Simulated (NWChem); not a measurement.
Species: HfO$_{2}$; SMILES [O]=[Hf]=[O]

Results from NWChem. Coordinates come from a PBE-D3(BJ)/def2-SVP optimisation. def2 effective core potentials on Hf; no spin-orbit coupling. Level: PBE0/def2-SVPD; the question gives the wavelength of the field.

### Question
Predict the results for field 1065 nm. Quantities: isotropic polarisability (bohr³); anisotropy (bohr³).

### Answer
* **isotropic polarisability (bohr³)**: 45.0
* **anisotropy (bohr³)**: 27.5
